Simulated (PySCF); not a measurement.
HO₂Si, SMILES O=[Si]=[OH+], charge +1. Coordinates come from a PBE0-D3(BJ)/def2-TZVP optimisation. The isomer is the one that the SMILES or the coordinates give; other isomers of the formula were not compared.

TDDFT-LC-ωPBE/def2-SVPD (PySCF 2.14.0) puts the lowest singlet excitations at 4.71, 4.77, 6.76, 7.20, 7.51, 7.59 eV.

Problem. What are the lowest excitation roots from ADC(2)/aug-cc-pVDZ (PySCF)? (Estimate from the structure and the level; the computed values follow.)

Solution. 4.11, 4.19, 6.20, 6.67, 6.88, 7.04 eV. S1 differs by -0.60 eV (second minus first; roots are paired by order, and the bases may differ).
